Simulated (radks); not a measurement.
Problem. The ytterbium ion Yb+ is in [Xe] 4f14 6s1. All-electron calculation, Dirac Kohn-Sham, relativistic LDA (MacDonald-Vosko exchange, VWN5 correlation), spin-unpolarised, spherical densities, finite nucleus; Fermi nuclear charge, rms radius of each element as measured or else 0.836 A^(1/3) + 0.57 fm. Program: a radial shooting solver on a logarithmic mesh with Libxc functionals. Sub-shells are occupied by j as written (lower j first in brackets). One electron is removed from 6s1/2, 4f7/2, 5p3/2, 4f5/2 in turn, with full relaxation. Which removal costs least, and what does each cost?

Solution. 6s1/2 12.425 eV; 4f7/2 17.807 eV; 4f5/2 19.207 eV; 5p3/2 38.916 eV. The 6s1/2 electron leaves first.
